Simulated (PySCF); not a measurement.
The same groups moved round the core (furan mercapto+boryl). Isolated molecules, 0 K electronic values unless said otherwise. One relaxed conformer stands for each flexible species; it need not be the lowest. Strings in code marks are SMILES.

The numbers are results of PySCF with PBE-D3(BJ)/def2-TZVP // PBE0-D3(BJ)/def2-SVP, not measurements. All candidates: neutral, multiplicity 1. Excitations are Tamm–Dancoff values on a coarser integration grid. The basis has no diffuse functions, so Rydberg states are missing or too high.

```yaml
T1 excitation (TDA): 2.56 eV
LUMO: -2.83 eV
brightest of the four lowest singlets (TDA): 4.89 eV
```

Which member has these values?
(A) `Bc1ccoc1S`
(B) `Bc1cc(S)co1`
(C) `Bc1occc1S`
(D) `Bc1ccc(S)o1`

C, `Bc1occc1S`. The others give `Bc1ccoc1S`: 2.54 eV, -2.66 eV, 3.55 eV; `Bc1cc(S)co1`: 2.88 eV, -2.99 eV, 4.68 eV; `Bc1ccc(S)o1`: 2.61 eV, -2.69 eV, 4.17 eV
